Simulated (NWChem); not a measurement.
SiH$_{4}$O$_{3}$; SMILES O[SiH](O)O

```xyz
8

Si    -0.0353    -0.0193     0.5119
O     -1.5752     0.2832    -0.0554
O      0.3455    -1.6104     0.1978
O      0.9219     1.1050    -0.2839
H      0.1161     0.0985     1.9925
H     -1.6824     1.1810    -0.4156
H      0.0937    -1.9094    -0.6944
H      1.8347     1.1804     0.0434
```
Atoms are numbered in this order, from 1.

Results from NWChem. Pople sets run with spherical d functions. Coordinates come from a PBE-D3(BJ)/def2-SVP optimisation. Solvent water, SMD (1 M gas to 1 M solution), gas-phase geometry. Reactions with the solvent are ignored.

Q: Among these, which level gives the lowest value of “solvation free energy (kcal/mol)”?
(A) PBE0/3-21G
(B) PBE0/6-31+G*
(C) PBE0/6-311G**
(D) PBE0/STO-3G

A: A, PBE0/3-21G. Values: PBE0/3-21G -16.2; PBE0/6-31+G* -13.7; PBE0/6-311G** -13.1; PBE0/STO-3G -6.3
